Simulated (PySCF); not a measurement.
**What settings do to a single point of Tl(OH)**

The sound run of Tl(OH) (singlet) uses PySCF 2.14.0, RKS PBE0, Tl def2-SVP with ECP60, O def2-SVP, H def2-SVP; non-relativistic Hamiltonian with scalar-relativistic core potentials where named; density fitting; no spin-orbit coupling, grid (50, 194), threshold 1e-8 Eh and 55 cycles, at the relaxed geometry:

```xyz
3

Tl    0.0976    0.0000    0.0191
O    -0.2393    0.0000    2.1269
H     0.4869    0.0000    2.7609
```

There Tl1 has a Mulliken charge of 0.40 e and the dipole about the centre of mass is 2.36 D. Each run below changes one thing and starts from free metal ions and neutral atoms unless it says otherwise; with 55 cycles, smearing, a level shift and second-order steps follow where DIIS fails, and their cycles count. Energy shifts count from the sound run.

```csv
change,outcome,cycles,energy shift (eV),largest force component (eV/Å),charge on Tl1 (e),dipole about the centre of mass (D)
threshold 0.0001,converged,8,0.0017,0.07,0.41,2.42
"grid (40, 110)",converged,12,0.0166,0.03,0.40,2.36
all coordinates × 1.05,converged,13,0.13,1.69,0.41,2.88
cycle limit 8,not converged,8,–,–,–,–
```

(1) How does the run with this change end: start from the bare core Hamiltonian, limit 77 cycles?

Forces carry noise of the integration grid, about 0.01 to 0.03 eV/Å.

Answers

(1) outcome converged, cycles 12, energy shift (eV) 0.0000, largest force component (eV/Å) 0.01, charge on Tl1 (e) 0.40, dipole about the centre of mass (D) 2.36.
